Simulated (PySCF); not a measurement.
**From orbital energies to excitation energies**

Species: C₃H₈FNSi.
Z-matrix (Å and degrees, GFN2-xTB geometry), rows numbered from 1:
```
F 
C   1  1.3870
C   2  1.5278  1  108.26
N   3  1.4451  2  107.78  1   -87.67
Si  4  1.7114  3  116.68  2    -9.90
C   2  1.5189  1  108.79  3  -118.72
H   2  1.0975  1  105.13  3   119.26
H   3  1.0954  2  109.12  1    33.40
H   3  1.0989  2  109.41  1   151.79
H   4  1.0041  3  115.22  2   162.74
H   5  1.4643  4  111.34  3  -125.05
H   5  1.4658  4  115.54  3   105.96
H   6  1.0878  2  109.05  1  -158.81
H   6  1.0866  2  109.59  1   -41.02
```

Method: PySCF, TDDFT PBE0/def2-SVPD, vertical, gas phase, core orbitals frozen in the response.

Orbital energies (eV): HOMO-3 -9.65, HOMO-2 -9.40, HOMO-1 -8.60, HOMO -6.69, LUMO 0.45, LUMO+1 0.58, LUMO+2 1.32.

Q: Among the lowest singlets, which states do these configurations lead, and at what energies: HOMO→LUMO+2, HOMO→LUMO+1, HOMO→LUMO?

A: 

| state | leading configuration | weight | Δε (eV) | E (eV) | E − Δε (eV) | f | other configurations |
| --- | --- | --- | --- | --- | --- | --- | --- |
| S1 | HOMO→LUMO | 0.99 | 7.14 | 5.75 | -1.40 | 0.0030 | – |
| S2 | HOMO→LUMO+1 | 0.96 | 7.27 | 6.06 | -1.21 | 0.011 | – |
| S3 | HOMO→LUMO+2 | 0.78 | 8.02 | 6.83 | -1.19 | 0.0007 | H→L+3 (19%) |

E − Δε runs from -1.40 to -1.19 eV. Among themselves, these states come in the order of their orbital differences. Δε is the difference of the two orbital energies.

H and L stand for HOMO and LUMO. The other states: S4 7.12 eV, f 0.0033, H→L+3 (77%), H→L+2 (20%); S5 7.23 eV, f 0.010, H→L+4 (88%); S6 7.58 eV, f 0.017, H→L+5 (92%).

Q: Which computed triplets share their leading configuration (75% or more) with a singlet, and how far apart are the partners?

A: 

```json
{"configuration": "HOMO→LUMO", "triplet": "T1", "E(T) (eV)": "5.47", "singlet": "S1", "E(S) (eV)": "5.75", "E(S) − E(T) (eV)": "+0.28"}
{"configuration": "HOMO→LUMO+1", "triplet": "T2", "E(T) (eV)": "5.91", "singlet": "S2", "E(S) (eV)": "6.06", "E(S) − E(T) (eV)": "+0.15"}
```

The 2 triplets are Tamm–Dancoff values, the singlets full response.

On one thread, AMD EPYC 7B13 (x86_64), no GPU, shared host with 96 logical CPUs at a one-minute load of 17, this took 23 s wall (with the writing of density and orbital grids) and 0.78 GiB of memory at its peak.

One conformer stands for the species.

Without π bonds the low states may be Rydberg-like; a valence basis with one diffuse set may place them up to an eV too high.
